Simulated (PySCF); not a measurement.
Calculation: PBE-D3(BJ)/def2-TZVP // B3LYP-D3(BJ)/def2-SVP in PySCF 2.14.0. All species are isolated molecules in the gas phase. One relaxed conformer stands for a flexible species; it need not be the lowest. Excitations are Tamm–Dancoff values on a coarser integration grid. The basis has no diffuse functions, so Rydberg states are missing or too high.

Reference species (SMILES): `Bc1c(C=C)ccc2ccsc12` (neutral, multiplicity 1).

| Quantity | Value |
|---|---|
| HOMO | -5.52 eV |
| S1 excitation (TDA) | 3.03 eV |
| HOMO–LUMO gap | 2.63 eV |

Changed species: `Bc1cc2ccc(C=C)cc2s1`.

### Question
What does the change do to the HOMO, S1 excitation (TDA) and HOMO–LUMO gap?

### Answer
the HOMO falls by 0.14 eV, to -5.66 eV; the S1 excitation (TDA) rises by 0.08 eV, to 3.11 eV; the HOMO–LUMO gap drops by 0.17 eV, to 2.46 eV.
